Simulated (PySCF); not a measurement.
SMILES [SiH3][Al]([Cl])[OH] (PBE0/def2-SVP optimised geometry):

```
8

Al    -0.614     0.059     0.000
Cl    -1.773    -1.707     0.003
O     -1.415     1.555     0.000
H     -2.362     1.707     0.002
Si     1.816     0.059     0.000
H      2.333     0.745     1.227
H      2.334     0.800    -1.193
H      2.362    -1.332    -0.030
```

Method: PBE0/def2-TZVP (PySCF).

Question: What are the frontier orbital energies and the dipole moment?

Answer: HOMO-2 -9.27 eV, HOMO-1 -9.21 eV, HOMO -8.25 eV, LUMO -1.35 eV, LUMO+1 -0.46 eV; dipole moment 0.69 D.

On the same geometry PySCF with PBE/def2-TZVP gives HOMO-2 -7.72 eV, HOMO-1 -7.72 eV, HOMO -7.12 eV, LUMO -2.10 eV, LUMO+1 -1.29 eV; dipole moment 0.72 D.

Meta-Löwdin charges at PBE0/def2-TZVP: Al1 0.84, Cl2 -0.34, O3 -0.77, H4 0.35, Si5 0.10, H6 -0.06, H7 -0.06, H8 -0.06.
